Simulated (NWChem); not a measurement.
# C$_{3}$H$_{5}$BF$_{2}$; SMILES FB1CC(F)C1

```xyz
11

F      0.0562    -2.3807     0.0000
B      0.0068    -1.0639     0.0000
C      0.0301     0.0251     1.1363
C      0.4595     0.9744     0.0000
F     -0.1506     2.2014     0.0000
C      0.0301     0.0251    -1.1363
H     -1.0103     0.2710     1.4176
H      0.6385    -0.0314     2.0492
H      1.5508     1.1394     0.0000
H      0.6385    -0.0314    -2.0492
H     -1.0103     0.2710    -1.4176
```
Atoms are numbered in this order, from 1.

Program: NWChem. Structure relaxed at the PBE0/def2-SVP level. Atomic charges in e: unrestrained fits to the electrostatic potential beside Mulliken populations; buried atoms are poorly determined by the fit.

### Question
What does the run give for B3LYP/def2-SVP? Quantities: ESP F1; Mulliken F1; ESP B2; Mulliken B2; ESP C3; Mulliken C3; ESP C4; Mulliken C4; ESP F5; Mulliken F5; relative RMS misfit of the potential (%).

### Answer
```yaml
ESP F1: -0.28
Mulliken F1: -0.06
ESP B2: 0.52
Mulliken B2: 0.03
ESP C3: -0.42
Mulliken C3: -0.03
ESP C4: 0.63
Mulliken C4: 0.16
ESP F5: -0.35
Mulliken F5: -0.25
relative RMS misfit of the potential (%): 26
```
